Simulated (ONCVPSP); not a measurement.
## Transferability test, ONCV potential for Fe (Z = 26)

iron (Fe), optimised norm-conserving Vanderbilt (ONCV), made with ONCVPSP 4.0.1 (PBE, fully relativistic). Core [Ne], reference 3s2 3p6 3d6 (charge +2). Waves: 3s: rc 0.80 bohr, ncon 4, nbas 7, qcut 9.7 1/bohr, 2 projectors, debl 1.5 Ha; 3p: rc 1.00 bohr, ncon 5, nbas 8, qcut 17.2 1/bohr, 2 projectors, debl 0.9 Ha; 3d: rc 1.90 bohr, ncon 4, nbas 8, qcut 9.1 1/bohr, 2 projectors, debl 3.4 Ha. Local part: polynomial inside 0.60 bohr (lpopt 3, dvloc0 2 Ha). Core correction: polynomial model core, fcfact 0.55.

Open shells are filled in proportion to 2j + 1.

In the s channel the program set the typed energies aside and used -4.132, 0.250 Ha. In the p channel the program set the typed energies aside and used -2.866, 0.250 Ha (j = l + 1/2; the other j can differ).

Energies are relative to the spin-unpolarised reference configuration 3s2 3p6 3d6; without spin polarisation the order of configurations can differ from experiment.

**Question.** Give the all-electron excitation energy and the error of the potential for: 3s2 3p6 3d6 4s2; 3s2 3p6 3d6 4s1; 3s2 3p6 3d5; 3s2 3p6 3d6.5 4s1.5.

**Answer.**

| valence configuration | charge | ΔE all-electron (eV) | error AE − PS (meV) |
| --- | --- | --- | --- |
| 3s2 3p6 3d6 4s2 | 0 | -24.933 | +7.2 |
| 3s2 3p6 3d6 4s1 | +1 | -16.203 | +1.2 |
| 3s2 3p6 3d5 | +3 | 34.222 | +173 |
| 3s2 3p6 3d6.5 4s1.5 | 0 | -25.660 | -5.1 |

Levels in the configuration 3s2 3p6 3d5:

| level | all-electron (eV) | pseudo (eV) |
| --- | --- | --- |
| 3s j=1/2 | -131.145 | -130.907 |
| 3p j=3/2 | -96.423 | -96.216 |
| 3p j=1/2 | -98.004 | -97.787 |
| 3d j=5/2 | -43.142 | -42.716 |
| 3d j=3/2 | -43.320 | -42.890 |
